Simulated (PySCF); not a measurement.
# SMILES C=C=C(C)C(=C)C#N, C$_{7}$H$_{7}$N

Molfile (atoms numbered from 1):
```
C7H7N
     RDKit          3D

 15 14  0  0  0  0  0  0  0  0999 V2000
    2.3318   -0.3417    1.2601 C   0  0  0  0  0  0  0  0  0  0  0  0
    1.2012   -0.3479    0.6375 C   0  0  0  0  0  0  0  0  0  0  0  0
    0.0544   -0.3570    0.0025 C   0  0  0  0  0  0  0  0  0  0  0  0
   -0.5873   -1.6388   -0.4513 C   0  0  0  0  0  0  0  0  0  0  0  0
   -0.6299    0.9088   -0.2794 C   0  0  0  0  0  0  0  0  0  0  0  0
   -1.7841    1.0363   -0.9456 C   0  0  0  0  0  0  0  0  0  0  0  0
    0.0112    2.0759    0.2158 C   0  0  0  0  0  0  0  0  0  0  0  0
    0.5205    3.0215    0.6148 N   0  0  0  0  0  0  0  0  0  0  0  0
    2.3899   -0.3921    2.3364 H   0  0  0  0  0  0  0  0  0  0  0  0
    3.2715   -0.2739    0.7342 H   0  0  0  0  0  0  0  0  0  0  0  0
   -0.6907   -1.6453   -1.5360 H   0  0  0  0  0  0  0  0  0  0  0  0
   -1.5769   -1.7435   -0.0075 H   0  0  0  0  0  0  0  0  0  0  0  0
    0.0218   -2.4879   -0.1523 H   0  0  0  0  0  0  0  0  0  0  0  0
   -2.3127    0.1884   -1.3433 H   0  0  0  0  0  0  0  0  0  0  0  0
   -2.2250    2.0051   -1.1078 H   0  0  0  0  0  0  0  0  0  0  0  0
  1  2  2  0
  2  3  2  0
  3  4  1  0
  3  5  1  0
  5  6  2  0
  5  7  1  0
  7  8  3  0
  1  9  1  0
  1 10  1  0
  4 11  1  0
  4 12  1  0
  4 13  1  0
  6 14  1  0
  6 15  1  0
M  END
```

Computed with GIAO CAM-B3LYP/pcSseg-1 magnetisability, rotational g tensor and spin-rotation constants, non-relativistic, gas phase in PySCF 2.14.0. Geometry: GFN2-xTB.

Give the nuclear spin-rotation constants along the inertial axes (H = +C I·J) beside the isotropic shieldings.

Rotational constants 2.4303, 2.1189, 1.1491 GHz. A star marks the isotopologue with that one atom substituted, in its own axes.
| atom | isotope | Caa (kHz) | Cbb (kHz) | Ccc (kHz) | mean (kHz) | σ (ppm) |
| --- | --- | --- | --- | --- | --- | --- |
| N8 | 14N | 0.434 | 0.192 | 0.263 | 0.296 | -51.0 |
| H9 | 1H | -0.247 | -0.121 | 0.025 | -0.114 | 26.4 |
| H10 | 1H | -0.243 | -0.133 | 0.029 | -0.116 | 26.4 |
| H11 | 1H | -0.248 | -0.141 | -0.031 | -0.140 | 29.9 |
| H12 | 1H | -0.243 | -0.142 | -0.033 | -0.140 | 30.0 |
| H13 | 1H | 0.070 | -0.215 | -0.135 | -0.094 | 29.7 |
| H14 | 1H | -0.165 | 0.127 | -0.142 | -0.060 | 26.0 |
| H15 | 1H | 0.240 | -0.220 | -0.138 | -0.039 | 25.7 |
| C1 | 13C* | 0.370 | 0.426 | 0.432 | 0.410 | 100.3 |
| C2 | 13C* | 1.106 | 0.958 | 0.566 | 0.876 | -44.5 |
| C3 | 13C* | 0.916 | 0.674 | 0.158 | 0.583 | 79.8 |
| C4 | 13C* | 0.348 | 0.296 | 0.165 | 0.269 | 167.8 |
| C5 | 13C* | 1.014 | 0.828 | 0.170 | 0.671 | 52.2 |
| C6 | 13C* | 1.052 | 0.845 | 0.144 | 0.680 | 50.7 |
| C7 | 13C* | 0.810 | 0.234 | 0.540 | 0.528 | 61.8 |

For the geometry as given, no vibrational averaging.

How do the rotational constants and the g tensor change when H9, H10, H11, H12, H13, H14, H15 are replaced by deuterium?

Constants 2.0728, 1.8713, 1.0093 GHz; g -0.0283, -0.0143, -0.0065, against -0.0257, -0.0221, -0.0072 before.
